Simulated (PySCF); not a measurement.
O$_{2}$Zr, triplet, at a GFN2-xTB geometry (such geometries of metal compounds can be far from the true shape) (the multiplicity is a formal guess) (core potentials on Zr); B3LYP/def2-SVPD (PySCF).

Input for PySCF:
```python
from pyscf import gto, scf, dft, solvent

mol = gto.M(
    atom='''
Zr    0.128595   -0.120698    0.130868
O     0.937178    0.526355   -1.356815
O    -1.580151    0.077137    0.702474
''',
    basis='def2-svpd',
    ecp={'Zr': 'def2-svpd'},
    charge=0,
    spin=2,
    verbose=4,
)

mf = dft.UKS(mol)
mf.xc = 'b3lyp'
mf.kernel()
```

The log (banner, timings and long lists left out):

```
PySCF version 2.14.0

[INPUT] verbose = 4
[INPUT] num. atoms = 3
[INPUT] num. electrons = 28
[INPUT] charge = 0
[INPUT] spin (= nelec alpha-beta = 2S) = 2
[INPUT] symmetry False subgroup None
[INPUT] Mole.unit = angstrom
[INPUT] Symbol           X                Y                Z      unit          X                Y                Z       unit  Magmom
[INPUT]  1 Zr     0.128595000000  -0.120698000000   0.130868000000 AA    0.243009330988  -0.228086163783   0.247304678470 Bohr   0.0
[INPUT]  2 O      0.937178000000   0.526355000000  -1.356815000000 AA    1.771009749968   0.994666794295  -2.564008751702 Bohr   0.0
[INPUT]  3 O     -1.580151000000   0.077137000000   0.702474000000 AA   -2.986052625458   0.145767804071   1.327483469628 Bohr   0.0

nuclear repulsion = 66.3671197342717
number of shells = 30
number of NR pGTOs = 126
number of NR cGTOs = 80
basis = def2-svpd
ecp = {'Zr': 'def2-svpd'}

******** <class 'pyscf.dft.uks.UKS'> ********
method = UKS
initial guess = minao
damping factor = 0
level_shift factor = 0
DIIS = <class 'pyscf.scf.diis.CDIIS'>
diis_start_cycle = 1
diis_space = 8
diis_damp = 0
SCF conv_tol = 1e-09
SCF conv_tol_grad = None
SCF max_cycles = 50
direct_scf = True
direct_scf_tol = 1e-13
number electrons alpha = 15  beta = 13
XC library pyscf.dft.libxc version 7.1.2
    S. Lehtola, C. Steigemann, M. J. T. Oliveira, and M. A. L. Marques,  SoftwareX 7, 1–5 (2018)
XC functionals = b3lyp
    P. J. Stephens, F. J. Devlin, C. F. Chabalowski, and M. J. Frisch,  J. Phys. Chem. 98, 11623 (1994)
radial grids:
    Treutler-Ahlrichs [JCP 102, 346 (1995); DOI:10.1063/1.469408] (M4) radial grids

becke partition: Becke, JCP 88, 2547 (1988); DOI:10.1063/1.454033
pruning grids: <function nwchem_prune>
grids dens level: 3
symmetrized grids: False
atomic radii adjust function: <function treutler_atomic_radii_adjust>
small_rho_cutoff = 0
Set gradient conv threshold to 3.16228e-05
tot grids = 50560
init E= -191.147199437498

cycle= 1 E= -197.13976065649  delta_E= -5.99  |g|= 0.605  |ddm|= 3.09
cycle= 2 E= -197.127493754398  delta_E= 0.0123  |g|= 0.683  |ddm|= 2.28

cycle= 3 E= -197.359237156596  delta_E= -0.232  |g|= 0.101  |ddm|= 1.19

cycle= 4 E= -197.359049539943  delta_E= 0.000188  |g|= 0.122  |ddm|= 0.254

cycle= 5 E= -197.366286362974  delta_E= -0.00724  |g|= 0.0204  |ddm|= 0.14

cycle= 6 E= -197.366873665221  delta_E= -0.000587  |g|= 0.00923  |ddm|= 0.065

cycle= 7 E= -197.367243948169  delta_E= -0.00037  |g|= 0.00886  |ddm|= 0.0754

cycle= 8 E= -197.367320726456  delta_E= -7.68e-05  |g|= 0.0104  |ddm|= 0.0286

cycle= 9 E= -197.36750091399  delta_E= -0.00018  |g|= 0.00123  |ddm|= 0.0726

cycle= 10 E= -197.367508786733  delta_E= -7.87e-06  |g|= 0.000482  |ddm|= 0.0155

cycle= 11 E= -197.367509535834  delta_E= -7.49e-07  |g|= 0.000123  |ddm|= 0.00689

cycle= 12 E= -197.367509555811  delta_E= -2e-08  |g|= 5.06e-05  |ddm|= 0.00109

cycle= 13 E= -197.367509562327  delta_E= -6.52e-09  |g|= 1.99e-05  |ddm|= 0.000515

cycle= 14 E= -197.367509562497  delta_E= -1.7e-10  |g|= 2.46e-05  |ddm|= 4.65e-05

Extra cycle  E= -197.367509561243  delta_E= 1.25e-09  |g|= 6.2e-05  |ddm|= 6.43e-05
converged SCF energy = -197.367509561243  <S^2> = 2.0201927  2S+1 = 3.0134317
```
